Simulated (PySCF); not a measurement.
# Pd²⁺: interval between two levels

Pd²⁺ [Kr] 4d8 [3F4, M_J = 4] → Pd²⁺ [Kr] 4d7 5s1 [5F5, M_J = 5], as a difference of total energies. All numbers are calculated (PySCF 2.14, the two-component X2C-1e Hamiltonian, in x2c-TZVPall-2c (8s9p7d1f, 77 functions)). Correlated levels: [Ar] 3d10 frozen; the 6 highest virtual spinors dropped. "Screened" scales the spin-orbit matrix elements by Boettger's factors to mimic the two-electron term; Breit and QED terms are absent.

```csv
method,interval between two levels (cm⁻¹)
GHF (spin-free),49285
GMP2 (spin-free),51252
GHF (screened spin-orbit),48829
GMP2 (screened spin-orbit),50769
```

The labels give the starting determinants; with spin-orbit coupling the two ends relaxed to ⟨J²⟩ = 20.01, ⟨L²⟩ = 12.06, ⟨S²⟩ = 2.00 and ⟨J²⟩ = 30.01, ⟨L²⟩ = 12.16, ⟨S²⟩ = 5.94.
